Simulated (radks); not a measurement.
Spherical quantum dot in the effective-mass picture: electrons in a hard-walled sphere of radius 2.49, with a point charge +2 (a donor) at the centre, all in effective atomic units (hartree* = m*/eps^2 hartree, bohr* = eps/m* bohr), one dielectric constant everywhere. Calculated with a radial shooting solver with Libxc functionals: non-relativistic Kohn-Sham, PBEsol, spin-polarised, spherical densities. Levels are named by radial order and angular momentum (1s, 1p, 1d, 2s, ...), and open shells are averaged over m.

N = 10, configuration 1s2 1p6 2s2. This is the lowest configuration that the search found. Occupied and some empty levels:

| level | occupation | eigenvalue (hartree*) | <r> (bohr*) |
|---|---|---|---|
| 1s | 2 | 4.6979 | 1.165 |
| 1p | 6 | 5.5896 | 1.554 |
| 2s | 2 | 6.4201 | 1.163 |
| 1d | 0 | 6.5290 | 1.674 |
| 1f | 0 | 7.6935 | 1.753 |
| 2p | 0 | 8.7365 | 1.285 |
| 1g | 0 | 9.0790 | 1.813 |

Energy (hartree*): total 25.6151, kinetic 19.039, external -19.735, Hartree 31.847, exchange-correlation -5.5366.

Electron density:

| r (bohr*) | n(r) (e/bohr*^3) |
|---|---|
| 0.184 | 2.881 |
| 0.371 | 1.417 |
| 0.558 | 0.7357 |
| 0.745 | 0.4289 |
| 0.931 | 0.3076 |
| 1.12 | 0.2747 |
| 1.30 | 0.2730 |
| 1.49 | 0.2660 |
| 1.68 | 0.2334 |
| 1.86 | 0.1716 |
| 2.05 | 0.09576 |
| 2.24 | 0.03250 |
| 2.42 | 0.002078 |
